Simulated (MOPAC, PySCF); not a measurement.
H4GeN2, SMILES `[NH2][Ge][NH2]` (lower singlet), neutral singlet in the gas phase. This singlet lies 2.50 eV below the relaxed triplet at the level frozen-core CCSD(T)/cc-pVTZ // PBE0-D3(BJ)/def2-TZVP (Ansatz).

Cartesian coordinates (Å):
SMILES: [NH2][Ge][NH2]
```xyz
7

N     -1.3704    -0.0123     0.0332
Ge    -0.0120     0.8959     0.8510
N      1.3698     0.0524     0.0038
H     -2.3316     0.1854     0.2547
H     -1.2787    -0.7386    -0.6600
H      2.3252     0.2950     0.2050
H      1.2977    -0.6778    -0.6877
```
Charge 0, spin multiplicity 1.

All levels are single points at this geometry (PBE0-D3(BJ)/def2-TZVP); Pople sets use spherical d functions. Orbital energies aren't observables, and empty levels follow the basis.

PM6 in MOPAC gives gap (eV) = 9.00.

Task: Estimate the gap (eV) from each of these levels: PBE-D3(BJ)/def2-TZVP in PySCF; PBE0-D3(BJ)/def2-TZVP in PySCF; B3LYP/6-31G* in PySCF; B3LYP/LANL2DZ in PySCF; BP86/6-31G* in PySCF; M06-2X/6-31G* in PySCF; PBE/6-31G* in PySCF; SVWN5/6-31G* in PySCF; HF/3-21G in PySCF; HF/6-31G* in PySCF; AM1 in MOPAC; PM3 in MOPAC.

Result: 
| level | gap (eV) |
|---|---|
| PBE-D3(BJ)/def2-TZVP in PySCF | 4.23 |
| PBE0-D3(BJ)/def2-TZVP in PySCF | 6.23 |
| B3LYP/6-31G* in PySCF | 5.77 |
| B3LYP/LANL2DZ in PySCF | 5.79 |
| BP86/6-31G* in PySCF | 4.13 |
| M06-2X/6-31G* in PySCF | 8.18 |
| PBE/6-31G* in PySCF | 4.13 |
| SVWN5/6-31G* in PySCF | 4.11 |
| HF/3-21G in PySCF | 11.71 |
| HF/6-31G* in PySCF | 11.68 |
| AM1 in MOPAC | 8.03 |
| PM3 in MOPAC | 8.91 |
